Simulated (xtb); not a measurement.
hydrogen fluoride (hydrogen fluoride), singlet, at a GFN2-xTB geometry.

xtb was given this input:
```
$ xtb mol.xyz --gfn 0 --alpb cs2 --json

# file mol.xyz
2

F     -0.00000000    -0.00000000    -0.09325170
H      0.00000000     0.00000000     0.83926531
```

Task: What does this run give for the total energy, HOMO-LUMO gap, partial charges in atom order?

Result: 
The total energy comes out as -4.4169 Eh and the HOMO-LUMO gap is 8.19 eV. The partial charges in atom order is F1 -0.32, H2 0.32.
